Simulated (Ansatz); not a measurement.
A structure relaxed at PBE-D4/def2-TZVP in Ansatz, charge 0, singlet:

```xyz
5

Ga    0.4644   -0.4326   -0.3850
H     1.1125   -1.6119    0.4069
H     0.6725   -0.0513   -1.8847
C    -0.7599    0.7081    0.6280
N    -1.4894    1.3877    1.2347
```

Task: Give its formula, name or SMILES and point group.

Result: GaH2(CN) (CH₂GaN). Point group C2v (tolerance 0.1 Å).

Task: Summarise the bond lengths by kind (pairs closer than 1.2 times the sum of covalent radii, bridged metal pairs left out).

Result: 1 × C–Ga 1.96 Å; 1 × C–N 1.17 Å; 2 × Ga–H 1.56 Å.
